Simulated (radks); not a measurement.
Gd II, configuration [Xe] 4f7 5d1 6s1. Calculated with a radial shooting solver on a logarithmic mesh with Libxc functionals: scalar-relativistic Kohn-Sham, PBE, spin-polarised, spherical densities, finite nucleus; open shells are filled with parallel spins first (spin-orbit coupling, left out, can overturn this in heavy ions); Fermi nuclear charge, rms radius 5.1569 fm.

Normalised radial functions P(r) = r R(r), r in bohr:

```
   r/bohr * 4f down, o 5d up (the largest magnitude, 1.06, reaches the edge; | marks zero, & curves that meet)
 0.003087                             &
 0.004184                             &
  0.00567                             &
 0.007684                             &
   0.0105                             &
  0.01423                             &
  0.01928                             &
  0.02613                             &
  0.03542                             *o
    0.048                             *o
  0.06505                             |*o
  0.08816                             |*  o
   0.1195                             |  * o
   0.1619                             |   o *
   0.2195                             | o        *
   0.2974                           o |                 *
   0.4031                       o     |                       *
   0.5463                      o      |                          *
   0.7404                           o |                        *
    1.003                             |      o            *
    1.371                             |             &
    1.858                             |       *        o
    2.518                             |   *          o
    3.412                             | *        o
    4.625                             |*    o
    6.268                             * o
    8.495                             *o
    11.51                             &
```

4f down (empty): eigenvalue -11.279 eV, 0 radial nodes, <r> = 0.897 bohr, 90 % of the charge inside 1.56 bohr. 5d up: eigenvalue -9.031 eV, 2 radial nodes at r = 0.258, 0.789 bohr, <r> = 2.52 bohr, 90 % of the charge inside 3.96 bohr.
